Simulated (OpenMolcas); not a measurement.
## N IV: effect of the basis set

```yaml
Program: OpenMolcas 26.06
Method: CASSCF
Active_space: 2 electrons in 4 orbitals (2s 2p)
State_averaging: 2S+1 = 3 even, 3 roots; 2S+1 = 1 even, 7 roots; 2S+1 = 3 odd, 3 roots; 2S+1 = 1 odd, 3 roots
Spin-orbit_coupling: state interaction with AMFI integrals over the reference wave functions, term energies averaged over their components
```

A. ANO-RCC-VDZP [3s2p1d], DKH2, point nucleus; cost about 13 core-seconds
B. ANO-L-VTZP [4s3p2d1f], non-relativistic, point nucleus; cost about 11 core-seconds
C. ANO-RCC-VTZP [4s3p2d1f], DKH2, point nucleus; cost roughly 14 core-seconds
D. ANO-R3 [4s4p2d1f], X2C, finite nucleus; cost about 10 core-seconds
E. ANO-R2 [4s4p2d1f], X2C, finite nucleus; cost of the order of 15 core-seconds
F. ANO-RCC-VQZP [5s4p3d2f1g], DKH2, point nucleus; cost about 11 core-seconds

Energies in cm-1 above 2s2 1S0, the measured ground level; measured values from Moore, Selected Tables of Atomic Spectra, NSRDS-NBS 3, section 4.

```json
{"Level": "2s2 1S0", "A": "0.0", "B": "0.0", "C": "0.0", "D": "0.0", "E": "0.0", "F": "0.0", "Measured": "0.0"}
{"Level": "2s 2p 3P* 0", "A": "68165", "B": "67856", "C": "68012", "D": "67997", "E": "67997", "F": "67929", "Measured": "67209"}
{"Level": "2s 2p 3P* 1", "A": "68230", "B": "67923", "C": "68083", "D": "68065", "E": "68065", "F": "67997", "Measured": "67272"}
{"Level": "2s 2p 3P* 2", "A": "68360", "B": "68059", "C": "68223", "D": "68201", "E": "68201", "F": "68135", "Measured": "67416"}
{"Level": "2s 2p 1P* 1", "A": "142424", "B": "142638", "C": "142235", "D": "142306", "E": "142306", "F": "142226", "Measured": "130694"}
{"Level": "2p2 3P0", "A": "177666", "B": "177325", "C": "177652", "D": "177787", "E": "177787", "F": "177679", "Measured": "175535"}
{"Level": "2p2 3P1", "A": "177730", "B": "177392", "C": "177721", "D": "177855", "E": "177855", "F": "177748", "Measured": "175608"}
{"Level": "2p2 3P2", "A": "177858", "B": "177524", "C": "177858", "D": "177989", "E": "177989", "F": "177884", "Measured": "175733"}
{"Level": "2p2 1D2", "A": "199229", "B": "199192", "C": "199429", "D": "199611", "E": "199611", "F": "199495", "Measured": "188882"}
{"Level": "2p2 1S0", "A": "248897", "B": "249464", "C": "249382", "D": "249578", "E": "249578", "F": "249455", "Measured": "235369"}
```

Deviations, from unrounded energies. A percentage is the sum of absolute deviations over the sum of measured energies, with the sign that they share, or ± where signs differ.

| Against measurement | Levels | A | B | C | D | E | F |
| --- | --- | --- | --- | --- | --- | --- | --- |
| mean absolute deviation (cm-1) | 9 | 5000 | 4900 | 5000 | 5100 | 5100 | 5000 |
| other configurations (%) | 9 | +3.5 | +3.4 | +3.5 | +3.6 | +3.6 | +3.5 |

A, B, C, D, E, F lie about equally close to measurement. The largest miss of B in the table is 2p2 1S0, by +14000 cm-1. The ranking rests on the paired levels alone, and a cruder setting can come out closer through cancelling errors.

Among A to F the level of the table that moves most is 2p2 1S0, by 680 cm-1 (lowest in A, highest in E).

The basis is small and was not contracted for so high a charge (holds for A). Measured partners are found by configuration, term and J. A level has none where our copy of the source lacks it or the pairing is in doubt (some pairs that miss far off the trend of their configuration count as doubtful), and it then counts in no deviation. Only configurations of the active space appear.

* marks odd parity.
